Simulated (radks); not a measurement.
Polarisability of the barium ion Ba2+, [Xe], at imaginary frequency. All-electron calculation, non-relativistic Kohn-Sham, LDA (Slater exchange, Perdew-Wang correlation), spin-polarised, spherical densities, point nucleus; relativity is left out, which matters for an element this heavy. Program: a radial shooting solver on a logarithmic mesh with Libxc functionals. Response by self-consistent Sternheimer equations with the Hartree and adiabatic LDA kernel.

w (hartree)  alpha1(iw) (bohr^3)  alpha2(iw) (bohr^5)
0.00266                    10.99                51.29
0.0143                     10.99                51.28
0.0360                     10.97                51.21
0.0697                     10.91                51.01
0.118                      10.77                50.50
0.186                      10.46                49.40
0.280                      9.870                47.23
0.413                      8.839                43.37
0.605                      7.284                37.22
0.892                      5.344                28.80
1.35                       3.422                19.25
2.12                       1.914                10.61
3.59                      0.9279                4.607
6.94                      0.3491                1.464
17.5                     0.07791               0.2653

Static values: alpha1 = 10.99 bohr^3 (1.629 angstrom^3; uncoupled 18.93), alpha2 = 51.29 bohr^5, alpha3 = 432.3 bohr^7. C6 = 81.05, C8 = 2022, triple-dipole C9 = 643.4 atomic units. One-pole (London) frequency 4 C6 / (3 alpha1^2) = 0.895 hartree, against 1.136 for minus the highest occupied eigenvalue. The dipole shielding factor is 0.965, as the force sum rule N/Z = 0.964 demands.
